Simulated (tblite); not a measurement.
A structure optimised at GFN2-xTB (Å):
```
atom  x, y, z in Å
C1    -2.537    0.954   -0.449
C2    -1.821   -0.098   -0.007
S3    -2.619   -1.531    0.547
C4    -0.368   -0.096    0.031
C5     0.431   -1.101    0.456
C6     1.851   -0.844    0.381
O7     2.757   -1.580    0.692
C8     2.095    0.560   -0.174
S9     0.498    1.319   -0.522
H10   -2.054    1.852   -0.795
H11   -3.612    0.923   -0.467
H12    0.061   -2.041    0.827
H13    2.635    1.169    0.551
H14    2.682    0.515   -1.092
```

Doublet state.

Question: Which heavy atoms are bonded, and with what formal order?

Answer: C1–C2 1.35 Å (single); C2–S3 1.73 Å (double); C2–C4 1.45 Å (single); C4–C5 1.35 Å (double); C5–C6 1.44 Å (single); C6–O7 1.21 Å (double); C6–C8 1.53 Å (single); C8–S9 1.80 Å (single); C4–S9 1.75 Å (single). Bonds to hydrogen (Å): C1–H10 1.08; C1–H11 1.08; C5–H12 1.08; C8–H13 1.09; C8–H14 1.09. The orders are those of one drawing; other resonance forms can be drawn.

Question: Give the structure as a SMILES string.

Answer: `[CH2]C(=S)C1=CC(=O)CS1`, C6H5OS2.

Question: What is the point group of this geometry?

Answer: Cs (tolerance 0.08 Å).

Question: Which rings does it hold (smallest set)?

Answer: C4–C5–C6–C8–S9 (5 members, 0.00 Å rms from planarity).

Question: Describe the place of each heavy atom.

Answer: C1: carbon bonded to C and 2 H; C2: carbon bonded to 2 C and S; S3: sulfur bonded to C; C4: carbon bonded to 2 C and S; C5: carbon bonded to 2 C and H; C6: carbon bonded to 2 C and O; O7: oxygen bonded to C; C8: carbon bonded to C, S and 2 H; S9: sulfur bonded to 2 C.

Question: What is the arrangement about C5?

Answer: It has 3 neighbours (C4, C6, H12) and is planar (angles 123.6°, 120.8° and 115.6°, sum 360.0°, 0.00 Å off the plane of its three neighbours).

Question: What is the arrangement about C2?

Answer: It has 3 neighbours (C1, S3, C4) and is planar (angles 122.6°, 120.4° and 117.0°, sum 360.0°, 0.00 Å off the plane of its three neighbours).

These are computed values.
